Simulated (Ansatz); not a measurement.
Rb₂Cl₃⁻, relaxed as a singlet with RKS PBE0-D4/def2-SVPD in Ansatz, starting from the GFN2-xTB geometry. Force threshold 0.02 eV/Å.

In the def2 sets Rb takes a core potential; there is no spin–orbit coupling. The structure comes from a short search, and lower isomers may exist.

Start:

```xyz
5

Rb   -1.904   -0.323    0.127
Rb    1.916    0.311   -0.118
Cl   -0.390    1.387   -1.923
Cl    0.004    0.981    2.181
Cl    0.374   -2.355   -0.266
```

(1) Estimate the energy that the relaxation releases and the steps that it takes.

(2) Does the start keep its bonding and symmetry?

(3) Predict the relaxed structure.

Answers

(1) 13.4 kJ/mol, in 4 steps; 69 s on 4 threads of Intel Xeon on a shared host. No frequencies were taken in this run, so the end may be a saddle point.

(2) By distances, no bond broke or formed. The bond that changes most is Rb2–Cl4, from 3.06 to 3.16 Å (atoms count from 1). Point group C2 at the start, D3h at the end, both within 0.05 Å.

(3) 
```
atom   x (Å)   y (Å)   z (Å)
 Rb1  -1.750  -0.294   0.128
 Rb2   1.750   0.294  -0.128
 Cl3  -0.405   1.501  -2.094
 Cl4  -0.003   1.059   2.383
 Cl5   0.408  -2.560  -0.289
```
Bond lengths (bridged metal pairs left out): 6 × Cl–Rb 3.16 Å.
